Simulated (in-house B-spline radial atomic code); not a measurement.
**Pb VIII (Pb7+): [Xe] 4f14 5d7**

Level of theory: Dirac-Kohn-Sham LC-wPBE, spherical fractional occupations, Fermi nucleus of rms radius 5.5012 fm; calculated with an all-electron radial atomic-structure program (B-spline basis).

Effective charges: Z_r = [3n² - l(l+1)]/(2<r>) from the radius, Z_e = n√(-2ε) from the energy, and Slater's rules. Values are occupation-weighted means over j. An effective charge above Z reflects the relativistic contraction of the inner shells.

```csv
shell,electrons,ε (eV),<r> (bohr),Z_r,Z_e,Slater
1s,2,-88026,0.01606,93.42,80.44,81.70
2s,2,-15820,0.06692,89.66,68.20,77.85
2p,6,-13743,0.06082,82.20,63.56,77.85
3s,2,-3878.8,0.174,77.60,50.65,70.75
3p,6,-3273,0.1753,71.32,46.53,70.75
3d,10,-2585.3,0.1599,65.66,41.35,60.85
4s,2,-960.69,0.3841,62.49,33.61,54.25
4p,6,-759.38,0.4081,56.36,29.88,54.25
4d,10,-507.55,0.4308,48.74,24.43,42.85
5s,2,-247.63,0.8461,44.32,21.33,24.35
4f,14,-238.57,0.4528,39.76,16.75,31.45
5p,6,-189.63,0.9508,38.39,18.67,24.35
5d,7,-115.24,1.167,29.56,14.55,11.90
```

The least bound orbital is 5d5/2 at -114 eV, and it is also the most diffuse (<r> = 1.179 bohr).

Spin-orbit splittings of the orbital energies (j = l + 1/2 above j = l - 1/2 when positive): 2p 2189 eV, 3p 488.5 eV, 3d 104 eV, 4p 119.6 eV, 4d 22.34 eV, 4f 5.057 eV, 5p 23.45 eV, 5d 3.203 eV.

For the 1s electron the small component carries 9.78 % of the norm, the zero-frequency Breit interaction raises the level by 343.7 eV, self-energy by 223.2 eV, and vacuum polarisation lowers it by 47.63 eV.

The density falls to 0.001 bohr⁻³ at 2.651 bohr; Σ<r²> = 26.179 bohr² gives, by the non-relativistic formula and without the paramagnetism of open shells, a Langevin diamagnetic susceptibility of -20.73×10⁻⁶ cm³/mol.

Caution: exact exchange at fractional occupations of open shells leaves self-interaction of up to several eV.
